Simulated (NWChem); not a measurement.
System: BSiH5SO2; SMILES B(O)(O)S[SiH3]

```xyz
10

Si     0.2577    -1.8647     0.0000
S     -1.0633    -0.1597     0.0000
B      0.1846     1.1866     0.0000
O     -0.1865     2.4939     0.0000
O      1.5020     0.8603     0.0000
H      1.1096    -1.8987    -1.2222
H      1.1096    -1.8987     1.2222
H     -0.6537    -3.0459     0.0000
H     -1.1382     2.6315     0.0000
H      2.0706     1.6390     0.0000
```
Atoms are numbered in this order, from 1.

Level: PBE0/def2-SVP (NWChem), optimised geometry, unscaled harmonic frequencies. 

```csv
frequency (cm⁻¹),IR intensity (km/mol)
57,5.0
126,3.4
166,0.0
323,1.7
397,15.1
455,171.0
510,22.4
523,59.6
598,49.7
624,5.7
624,35.7
662,57.4
919,356.9
938,53.3
942,37.7
989,135.1
1011,103.9
1292,496.2
1463,258.5
2246,75.8
2254,95.9
2258,102.0
3890,109.8
3929,114.2
```

* **zero-point energy**: 38.9 kcal/mol
* **thermal correction to the enthalpy at 298.15 K (with zero-point energy)**: 43.9 kcal/mol
* **heat capacity Cv**: 24.9 cal/(mol K)
* **entropy at 298.15 K and 1 atm (symmetry number 1)**: 83.8 cal/(mol K)
* **dipole moment**: 1.50 D

Rigid rotor and harmonic oscillator; modes under 100 cm⁻¹ make the entropy uncertain.
